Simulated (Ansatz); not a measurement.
Born–Oppenheimer molecular dynamics of AlFH8O3Si2 (15 atoms, charge 0, multiplicity 1). It starts at the highest image of a converged band. Of that band: The profile has 2 maxima (images 2, 4) with wells between them (image 3): this band takes more than one step, which may be the mechanism or a detour left from its start path. Neighbouring images differ by up to 1.2 eV, so the band resolves the path poorly. A vibrational analysis at the climbing image gives one clearly imaginary mode, 933i cm⁻¹: a first-order saddle point.

The calculation used RHF/cc-pVDZ in Ansatz 0.2.0.

* ensemble: NVE (velocity Verlet)
* time step: 0.5 fs
* steps asked: 200
* starting velocities drawn for: 300 K
* seed: 5226

First frame:

```xyz
15
Properties=species:S:1:pos:R:3
Al -0.164 -0.233 0.274
O -0.103 0.163 2.052
H 0.508 -0.148 2.700
O 1.299 -0.801 -0.372
Si 2.626 -1.317 -1.206
H 2.434 -2.720 -1.658
H 2.860 -0.453 -2.392
H 3.823 -1.260 -0.325
O -1.671 -0.695 -0.340
Si -3.094 -1.216 -0.991
H -3.565 -2.431 -0.275
H -4.129 -0.156 -0.872
H -2.909 -1.547 -2.428
F -0.107 1.682 0.460
H -0.045 1.329 1.462
```

(1) How far do the bonds stretch over the last three quarters of this one trajectory? (Pairs bonded in most of those frames.)

Results:

(1) 
```csv
bond,mean (Å),spread (Å),shortest,longest
Al1–O2,1.732,0.006,1.72,1.75
Al1–O4,1.702,0.014,1.68,1.73
Al1–O9,1.700,0.014,1.68,1.72
Al1–F14,2.161,0.070,2.00,2.24
O2–H3,0.943,0.009,0.93,0.96
O4–Si5,1.646,0.017,1.61,1.68
Si5–H6,1.488,0.006,1.48,1.50
Si5–H7,1.493,0.030,1.45,1.54
Si5–H8,1.491,0.032,1.45,1.54
O9–Si10,1.651,0.016,1.62,1.68
Si10–H11,1.492,0.052,1.42,1.57
Si10–H12,1.494,0.046,1.42,1.56
Si10–H13,1.491,0.023,1.45,1.52
F14–H15,0.921,0.031,0.87,0.98
```

Pairs bonded in part of these frames only: Al1–F14 77 %.

Mean temperature of the second half: 193 K. The conserved energy stayed within 0.2 meV per atom of its start (net change 0.16 meV per atom), so the integration is sound. A run of 0.1 ps of so small a system gives no equilibrium averages. The orbitals stay closed-shell, which can raise the energy where a bond breaks towards radicals; this wasn't checked here.

The run took 6.2 min on 4 threads of Arm Neoverse V2, with other jobs on the host, peak memory 0.46 GiB.
